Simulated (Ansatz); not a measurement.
Basis-set series for C₂H₇FSSi, SMILES `C[Si](C)(F)S`. Charge 0, multiplicity 1. All single points use the PBE0-D4/def2-TZVP geometry. It is one conformer, not always the lowest.

```tsv
functional	basis	functions	energy (Eh)	HOMO (eV)	LUMO (eV)
PBE0-D4	def2-TZVPP	275	-867.73546	-7.38	0.30
PBE0-D4	def2-QZVPP	521	-867.76798	-7.41	0.03
ωB97M-V	def2-TZVPP	275	-868.06715	-9.58	1.94
ωB97M-V	def2-QZVPP	521	-868.09798	-9.62	1.32
```

Task: Give the rows for def2-SVP. (An estimate is asked.)

Result: Ansatz gave: 
```json
{"functional": "PBE0-D4", "basis": "def2-SVP", "functions": "113", "energy (Eh)": "-867.27189", "HOMO (eV)": "-7.23", "LUMO (eV)": "0.74"}
{"functional": "ωB97M-V", "basis": "def2-SVP", "functions": "113", "energy (Eh)": "-867.59569", "HOMO (eV)": "-9.42", "LUMO (eV)": "2.58"}
```

Positive LUMOs are unbound and depend on the basis.
